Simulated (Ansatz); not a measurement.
A nudged elastic band was laid between two geometries of BH4NO + H3P (11 atoms, charge 0, multiplicity 1).

Computed with RKS B3LYP-D4/def2-SVP in Ansatz 0.2.0.

| Quantity | Value |
| --- | --- |
| movable images | 1 |
| climbing image | no |
| spring | 5.0 eV/Å² |
| optimiser | quadratic models (default) |
| start path | through a guess of the saddle point |
| force threshold | 0.05 eV/Å |
| iteration limit | 60 |
| end points | relaxed |

Image 0:

```xyz
11
Properties=species:S:1:pos:R:3
B 0.206 -0.632 0.164
N 0.143 -0.859 1.554
H -0.671 -0.687 2.135
H 0.928 -1.238 2.068
H 1.227 -0.881 -0.431
O -0.828 -0.126 -0.575
H -1.637 0.037 -0.073
P -0.561 3.045 0.796
H -1.876 2.483 0.743
H -0.888 3.876 1.916
H -0.056 1.994 1.622
```

Image 2:

```xyz
11
Properties=species:S:1:pos:R:3
B -0.213 0.443 0.283
N -0.149 -0.092 1.837
H -0.004 -1.107 1.851
H 0.594 0.365 2.369
H 0.909 0.211 -0.172
O -1.311 -0.327 -0.230
H -1.345 -0.291 -1.191
P -0.514 2.431 0.318
H -1.501 2.482 1.363
H 0.565 2.791 1.194
H -1.043 0.104 2.297
```

**Question.** Which bonds break or form, and what moves?

**Answer.** Bonds broken: P8–H11. Bonds formed: B1–P8, N2–H11. BH4NO + H3P becomes BH7NOP.

**Question.** Give the energies along the band, and the barrier.

**Answer.** The forces met the threshold. The highest image is number 1 of 0 to 2, 15.8 kcal/mol above the first end and 2.1 kcal/mol above the last; the last end lies 13.6 kcal/mol above the first. No image climbed, so the highest image needn't sit at the top of the path. A band with more images between the same ends climbed to 2.08 eV, so this one has probably stepped over the top. So few images can step over the top or miss a turn of the path. The orbitals stay closed-shell, which can raise the energy where a bond breaks towards radicals; this wasn't checked here.

```csv
image,path coordinate (Å),energy (kcal/mol),P8–H11 (Å),B1–P8 (Å),N2–H11 (Å)
0,0.00,0.0,1.43,3.81,2.86
1,3.57,15.8,3.34,2.01,1.02
2,7.14,13.6,3.10,2.01,1.02
```

**Question.** What is the geometry of the highest image?

**Answer.** 
```xyz
11
Properties=species:S:1:pos:R:3
B 0.045 0.480 0.255
N 0.058 -0.038 1.875
H -0.759 0.292 2.402
H 0.051 -1.065 1.867
H 1.226 0.360 -0.044
O -0.799 -0.421 -0.449
H -1.707 -0.097 -0.493
P -0.577 2.395 0.213
H -1.981 2.095 0.331
H -0.472 2.721 1.612
H 0.904 0.291 2.350
```

The run took 48 s on 2 threads of Arm Neoverse V1, with other jobs on the host, peak memory 0.19 GiB.
